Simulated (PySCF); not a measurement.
Method: PBE-D3(BJ)/def2-TZVP // B3LYP-D3(BJ)/def2-TZVP run with PySCF. All species are isolated molecules in the gas phase. One relaxed conformer stands for a flexible species; it need not be the lowest. 

Reference species (SMILES): `C(=C)[SiH]=C` (C–C–Si–C torsion 14°) (neutral, multiplicity 1).

```
Item              Value
-------------  --------
LUMO           -2.48 eV
HOMO–LUMO gap   2.81 eV
```

Changed species: `C[SiH2]C#C`.

Task: Predict the effect on the LUMO and HOMO–LUMO gap.

Result: the LUMO increases by 1.53 eV, to -0.95 eV; the HOMO–LUMO gap increases by 3.17 eV, to 5.98 eV.
